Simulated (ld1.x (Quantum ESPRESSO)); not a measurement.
# copper, TM: configuration errors across variants

| Property | Result |
| --- | --- |
| Element | copper (Cu) |
| Generator | ld1.x (Quantum ESPRESSO) 7.5 |
| Type | norm-conserving Troullier–Martins (Kleinman–Bylander form) |
| Functional | Wu–Cohen |
| Relativity | scalar-relativistic |
| Frozen core | [Ar] |
| Valence charge | 11 |
| Reference configuration | 3d10 4s1 4p0 |
| Partial waves | 4s (bound): rc 2.10 bohr; 3d (bound): rc 1.50 bohr; 4p (bound, empty): rc 3.95 bohr |
| Local potential | the p channel |
| Core correction | Bessel-smoothed model core inside 0.75 bohr |

All-electron excitation energies from the reference (eV): (1) 3d10 4s0 4p0 8.092; (2) 3d9 4s0 4p0 29.430; (3) 3d8 4s0 4p0 68.463; (4) 3d10 4s0 4p1 4.215; (5) 3d9 4s1 4p0 11.625; (6) 3d9 4s1 4p1 6.905; (7) 3d10 4s0.5 4p0 3.151.

A true bound ghost makes a file unfit for plane-wave use even where its test errors are small: the radial tests pick states by their node count and pass the ghost by.

Errors AE − PS in meV (a dash: test not solved or not reliable):

| change | (1) | (2) | (3) | (4) | (5) | (6) | (7) | bound ghosts |
| --- | --- | --- | --- | --- | --- | --- | --- | --- |
| base | -16 | -302 | -1580 | -0.4 | -296 | -284 | -3.5 | s |
| core correction none | -12 | -261 | -1362 | +0.3 | -278 | -264 | -3.4 | s |
| core correction Bessel-smoothed model core inside 0.70 bohr | -16 | -302 | -1580 | -0.4 | -296 | -284 | -3.5 | s |
| core correction Bessel-smoothed model core inside 1.06 bohr | -15 | -302 | -1579 | – | -296 | -284 | -3.5 | s |
| core correction Bessel-smoothed model core inside 1.32 bohr | -15 | -301 | -1567 | -0.2 | -294 | -282 | -3.4 | s |
| core correction Bessel-smoothed model core inside 1.54 bohr | -15 | -300 | -1549 | -0.1 | -291 | -278 | -3.3 | s |
| core correction Bessel-smoothed model core inside 1.74 bohr | -15 | -300 | -1531 | -0.1 | -288 | -275 | -3.3 | s |

Question: Give the same row for: core correction Bessel-smoothed model core inside 0.96 bohr.

Answer: -16, -302, -1581, -0.4, -296, -284, -3.5; bound ghosts: s.
